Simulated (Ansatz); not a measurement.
Geometry optimisation of CH7FO2Si2 (`O[SiH](O)C[SiH2]F`).

```yaml
crystal:
  periodic: [false, false, false]
  atoms:
    - {symbol: O, position_ang: [-2.003330, -0.126710, 0.297500]}
    - {symbol: Si, position_ang: [-0.606970, 0.259310, 1.039390]}
    - {symbol: O, position_ang: [-0.878040, 1.647920, 1.832260]}
    - {symbol: C, position_ang: [0.795040, 0.590920, -0.198750]}
    - {symbol: Si, position_ang: [1.154070, -0.885060, -1.311370]}
    - {symbol: F, position_ang: [-0.273590, -1.492160, -1.794270]}
    - {symbol: H, position_ang: [-2.001750, -0.783410, -0.393390]}
    - {symbol: H, position_ang: [-0.243200, -0.798240, 1.983820]}
    - {symbol: H, position_ang: [-1.744140, 1.811580, 2.194470]}
    - {symbol: H, position_ang: [1.696180, 0.872710, 0.339770]}
    - {symbol: H, position_ang: [0.525250, 1.454210, -0.807670]}
    - {symbol: H, position_ang: [1.814280, -0.539870, -2.562890]}
    - {symbol: H, position_ang: [1.766210, -2.011190, -0.618880]}
basis:
  gaussian: {orbitals: def2-TZVP}
hamiltonian: {xc: pbe0, dispersion: d4}
relax: {f_tol: 0.005, max_steps: 150}
```

```sh
$ ansatz run in.yaml --threads 2 --pin off --events-out ev --progress --plain --max-ram 22528MiB --backend cuda --devices 0, --max-vram 18GiB
```

Shortened log:

```
Functional definition: PBE0
mean field -23711.24528245 eV, -871.3721920706 hartree, gradient 2.2e-5 eV, S^2 0.000000; 0 other end points of the search recorded, 0 dependent functions left out
relax step   1: F+E_penalty+E_count = -23711.50624020 eV  Δ(F+E_penalty+E_count) = +0.000e0 eV  max|allowed force component| = 1.055e0 eV/Å  Δτ_max = 0.0000 Å  (28 SCF iters, accepted)
mean field -23711.31646883 eV, -871.3748081221 hartree, gradient 1.2e-5 eV, S^2 0.000000; 0 other end points of the search recorded, 0 dependent functions left out
relax step   2: F+E_penalty+E_count = -23711.57844236 eV  Δ(F+E_penalty+E_count) = -7.220e-2 eV  max|allowed force component| = 3.524e-1 eV/Å  Δτ_max = 0.0502 Å  (31 SCF iters, accepted)
mean field -23711.32735608 eV, -871.3752082211 hartree, gradient 1.2e-5 eV, S^2 0.000000; 0 other end points of the search recorded, 0 dependent functions left out
relax step   3: F+E_penalty+E_count = -23711.58942643 eV  Δ(F+E_penalty+E_count) = -1.098e-2 eV  max|allowed force component| = 1.412e-1 eV/Å  Δτ_max = 0.0300 Å  (31 SCF iters, accepted)
mean field -23711.32933135 eV, -871.3752808110 hartree, gradient 1.2e-5 eV, S^2 0.000000; 0 other end points of the search recorded, 0 dependent functions left out
relax step   4: F+E_penalty+E_count = -23711.59119890 eV  Δ(F+E_penalty+E_count) = -1.772e-3 eV  max|allowed force component| = 7.498e-2 eV/Å  Δτ_max = 0.0189 Å  (31 SCF iters, accepted)
mean field -23711.33078366 eV, -871.3753341822 hartree, gradient 1.2e-5 eV, S^2 0.000000; 0 other end points of the search recorded, 0 dependent functions left out
relax step   5: F+E_penalty+E_count = -23711.59238768 eV  Δ(F+E_penalty+E_count) = -1.189e-3 eV  max|allowed force component| = 4.948e-2 eV/Å  Δτ_max = 0.0254 Å  (31 SCF iters, accepted)
mean field -23711.33188040 eV, -871.3753744866 hartree, gradient 1.4e-5 eV, S^2 0.000000; 0 other end points of the search recorded, 0 dependent functions left out
relax step   6: F+E_penalty+E_count = -23711.59378995 eV  Δ(F+E_penalty+E_count) = -1.402e-3 eV  max|allowed force component| = 3.655e-2 eV/Å  Δτ_max = 0.0695 Å  (30 SCF iters, accepted)
mean field -23711.33288871 eV, -871.3754115415 hartree, gradient 1.2e-5 eV, S^2 0.000000; 0 other end points of the search recorded, 0 dependent functions left out
relax step   7: F+E_penalty+E_count = -23711.59478617 eV  Δ(F+E_penalty+E_count) = -9.962e-4 eV  max|allowed force component| = 2.309e-2 eV/Å  Δτ_max = 0.0519 Å  (30 SCF iters, accepted)
mean field -23711.33329563 eV, -871.3754264954 hartree, gradient 1.2e-5 eV, S^2 0.000000; 0 other end points of the search recorded, 0 dependent functions left out
relax step   8: F+E_penalty+E_count = -23711.59504648 eV  Δ(F+E_penalty+E_count) = -2.603e-4 eV  max|allowed force component| = 1.739e-2 eV/Å  Δτ_max = 0.0210 Å  (31 SCF iters, accepted)
mean field -23711.33347391 eV, -871.3754330471 hartree, gradient 1.2e-5 eV, S^2 0.000000; 0 other end points of the search recorded, 0 dependent functions left out
relax step   9: F+E_penalty+E_count = -23711.59517494 eV  Δ(F+E_penalty+E_count) = -1.285e-4 eV  max|allowed force component| = 4.300e-2 eV/Å  Δτ_max = 0.0262 Å  (31 SCF iters, accepted)
mean field -23711.33359435 eV, -871.3754374730 hartree, gradient 1.2e-5 eV, S^2 0.000000; 0 other end points of the search recorded, 0 dependent functions left out
relax step  10: F+E_penalty+E_count = -23711.59527626 eV  Δ(F+E_penalty+E_count) = -1.013e-4 eV  max|allowed force component| = 1.677e-2 eV/Å  Δτ_max = 0.0062 Å  (32 SCF iters, accepted)
mean field -23711.33366414 eV, -871.3754400380 hartree, gradient 1.2e-5 eV, S^2 0.000000; 0 other end points of the search recorded, 0 dependent functions left out
relax step  11: F+E_penalty+E_count = -23711.59534726 eV  Δ(F+E_penalty+E_count) = -7.100e-5 eV  max|allowed force component| = 1.453e-2 eV/Å  Δτ_max = 0.0123 Å  (31 SCF iters, accepted)
mean field -23711.33369676 eV, -871.3754412367 hartree, gradient 1.2e-5 eV, S^2 0.000000; 0 other end points of the search recorded, 0 dependent functions left out
relax step  12: F+E_penalty+E_count = -23711.59536800 eV  Δ(F+E_penalty+E_count) = -2.074e-5 eV  max|allowed force component| = 1.252e-2 eV/Å  Δτ_max = 0.0097 Å  (31 SCF iters, accepted)
mean field -23711.33370169 eV, -871.3754414179 hartree, gradient 1.2e-5 eV, S^2 0.000000; 0 other end points of the search recorded, 0 dependent functions left out
relax step  13: F+E_penalty+E_count = -23711.59538017 eV  Δ(F+E_penalty+E_count) = -1.217e-5 eV  max|allowed force component| = 4.394e-3 eV/Å  Δτ_max = 0.0035 Å  (32 SCF iters, accepted)
mean field -23711.33370169 eV, -871.3754414179 hartree, gradient 6.0e-5 eV, S^2 0.000000; 1 other end points of the search recorded, 0 dependent functions left out
Total energy: -23711.59541401 eV, -871.3850591683 hartree
Atom 0 at    -2.048523    -0.063167     0.211829 Å, force    -0.003230     0.000638     0.000587 eV/Å
Atom 1 at    -0.644650     0.291957     0.981924 Å, force     0.000678     0.000965    -0.000344 eV/Å
Atom 2 at    -0.859274     1.691890     1.801189 Å, force     0.003092    -0.004252    -0.004394 eV/Å
Atom 3 at     0.744422     0.568289    -0.225808 Å, force     0.001476    -0.000792     0.000918 eV/Å
Atom 4 at     1.129695    -0.894690    -1.290905 Å, force    -0.001655    -0.000131    -0.000043 eV/Å
Atom 5 at    -0.268327    -1.575701    -1.731649 Å, force    -0.000599    -0.000276    -0.000275 eV/Å
Atom 6 at    -2.015427    -0.752450    -0.456016 Å, force     0.001535     0.000689     0.001159 eV/Å
Atom 7 at    -0.289568    -0.810131     1.918358 Å, force     0.000485     0.000206    -0.000541 eV/Å
Atom 8 at    -1.603364     1.746100     2.402443 Å, force    -0.003574     0.001752     0.002606 eV/Å
Atom 9 at     1.648285     0.838406     0.333170 Å, force     0.000152     0.000450     0.000701 eV/Å
Atom 10 at     0.477295     1.425167    -0.853935 Å, force    -0.000001     0.000286    -0.000669 eV/Å
Atom 11 at     1.838923    -0.537380    -2.543042 Å, force     0.000346     0.000218     0.000830 eV/Å
Atom 12 at     1.890522    -1.928281    -0.547569 Å, force     0.001295     0.000248    -0.000535 eV/Å
Dipole moment:     0.190988     0.020697     0.059366 e Å
```

Hardware: 2 threads of an AMD EPYC 7R13 on a shared host and a share of an NVIDIA H100 80 GB. Wall time 36 s, peak host memory 0.93 GiB.
